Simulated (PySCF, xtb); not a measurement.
F2H6Si3, SMILES F[Si](F)([SiH3])[SiH3].

GFN2-xTB run with xtb at its own geometry gives an orbital gap of 3.55 eV and a dipole moment of 2.22 D.

Geometry optimised at TPSSh-D3(BJ)/def2-SVP.

What does PBE/def2-TZVP in PySCF give? (The exact figures need the calculation; the answer reports its results.)

gap 4.97 eV (levels -6.80 and -1.83 eV), dipole 1.67 D.
